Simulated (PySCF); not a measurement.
H₉NSi₄. Atoms are numbered in the order given.

```xyz
14

N      1.6386    -0.3799     0.0572
Si     1.2808     1.3348     0.1653
Si    -1.0755     1.4567     0.0544
Si    -1.6005    -0.8372    -0.1380
Si     0.5722    -1.7635    -0.1103
H      2.6320    -0.6104     0.0944
H      1.9270     2.0979    -0.9484
H      1.8059     1.9199     1.4390
H     -1.5314     2.2402    -1.1319
H     -1.6553     2.0665     1.2878
H     -2.3169    -1.1478    -1.4106
H     -2.4217    -1.3245     1.0098
H      0.8627    -2.5282    -1.3638
H      0.7500    -2.7255     1.0224
```

Geometry optimised at B3LYP-D3(BJ)/def2-SVP. The geometry has at least one imaginary mode, so it is a saddle point at that level. The structure was generated by enumeration, and PubChem lists no compound with its InChIKey, so it may never have been made.

Level of theory: PySCF with PBE/def2-TZVP.

ESP charges are fitted to the potential on shells at 1.4 to 2.0 van der Waals radii. Atomic charges (e):

```json
[
 {"atom": "N1", "Mulliken": "?", "Löwdin": "-0.21", "ESP fit": "-0.56"},
 {"atom": "Si2", "Mulliken": "?", "Löwdin": "0.07", "ESP fit": "0.32"},
 {"atom": "Si3", "Mulliken": "-0.01", "Löwdin": "0.05", "ESP fit": "0.08"},
 {"atom": "Si4", "Mulliken": "-0.01", "Löwdin": "0.05", "ESP fit": "0.08"},
 {"atom": "Si5", "Mulliken": "?", "Löwdin": "0.07", "ESP fit": "0.28"},
 {"atom": "H6", "Mulliken": "?", "Löwdin": "0.18", "ESP fit": "0.33"},
 {"atom": "H7", "Mulliken": "-0.03", "Löwdin": "-0.03", "ESP fit": "-0.09"},
 {"atom": "H8", "Mulliken": "-0.03", "Löwdin": "-0.03", "ESP fit": "-0.10"},
 {"atom": "H9", "Mulliken": "0.00", "Löwdin": "-0.01", "ESP fit": "-0.04"},
 {"atom": "H10", "Mulliken": "0.00", "Löwdin": "-0.01", "ESP fit": "-0.04"},
 {"atom": "H11", "Mulliken": "0.00", "Löwdin": "-0.01", "ESP fit": "-0.04"},
 {"atom": "H12", "Mulliken": "0.00", "Löwdin": "-0.01", "ESP fit": "-0.04"},
 {"atom": "H13", "Mulliken": "-0.03", "Löwdin": "-0.03", "ESP fit": "-0.08"},
 {"atom": "H14", "Mulliken": "-0.03", "Löwdin": "-0.03", "ESP fit": "-0.08"}
]
```

Task: Some entries are withheld; supply them. (The exact figures need the calculation; the answer reports its results.)

Result: 
- N1, Mulliken: -0.44
- Si2, Mulliken: 0.18
- Si5, Mulliken: 0.18
- H6, Mulliken: 0.21

Task: Give the Mayer and Wiberg (Löwdin basis) orders of the bonds. (An estimate is asked for; the answer gives what the named calculation found.)

Result: 
```tsv
bond	Mayer	Wiberg
N1–Si2	1.15	1.42
Si2–Si3	0.94	1.10
Si3–Si4	0.96	1.13
N1–Si5	1.15	1.42
Si4–Si5	0.94	1.10
N1–H6	0.89	0.88
Si2–H7	0.91	0.93
Si2–H8	0.91	0.93
Si3–H9	0.92	0.93
Si3–H10	0.92	0.93
Si4–H11	0.92	0.93
Si4–H12	0.92	0.93
Si5–H13	0.91	0.93
Si5–H14	0.91	0.93
```
